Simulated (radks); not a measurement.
Values are calculated unless marked as measured or tabulated.
All-electron atom: Ho2+ in [Xe] 4f11.

Code: a radial shooting solver on a logarithmic mesh with Libxc functionals. Model: scalar-relativistic Kohn-Sham, r2SCAN, spin-unpolarised, spherical densities, finite nucleus; meta-GGA in the generalised Kohn-Sham scheme; Fermi nuclear charge, rms radius 5.2022 fm.

Energy parts (Ry):
part                       energy
total                 -25231.5801
kinetic                27284.2596
electron-nucleus      -61764.9109
Hartree                 9789.9139
exchange-correlation    -540.8427

Orbitals (lengths in bohr, moments of r in powers of bohr):
orbital  occ.  eigenvalue (Ry)      <r>
1s          2        -4085.224  0.02074
2s          2        -685.8564  0.08807
2p          6        -607.4966  0.07807
3s          2        -154.6003   0.2295
3p          6        -130.5323   0.2286
3d         10        -99.97854   0.2079
4s          2        -31.68675   0.5191
4p          6        -23.73047   0.5502
4d         10        -12.93615   0.5969
5s          2         -4.85183    1.280
5p          6         -3.00572    1.505
4f         11         -1.24490   0.8394

The highest occupied level is 4f at -16.938 eV. Summed over all electrons, <r^2> = 37.51 bohr^2, which gives a Langevin (diamagnetic) susceptibility term of -29.7 x 10^-6 cm^3/mol. For comparison, the ionisation energy in NIST's Atomic Spectra Database is 22.79 eV (semi-empirical). In exact Kohn-Sham theory the highest level is minus the ionisation energy, but local and semilocal functionals leave it too shallow, through self-interaction and a potential that decays too fast; potentials with the right tail come closer. The density falls to 0.001 e/bohr^3 at r = 3.35 bohr. The electron density at the nucleus is 8.469e+05 e/bohr^3 (large components only).

Beside tabulated values, note that spin-unpolarised runs miss the spin-polarisation part of the exchange energy of open shells.
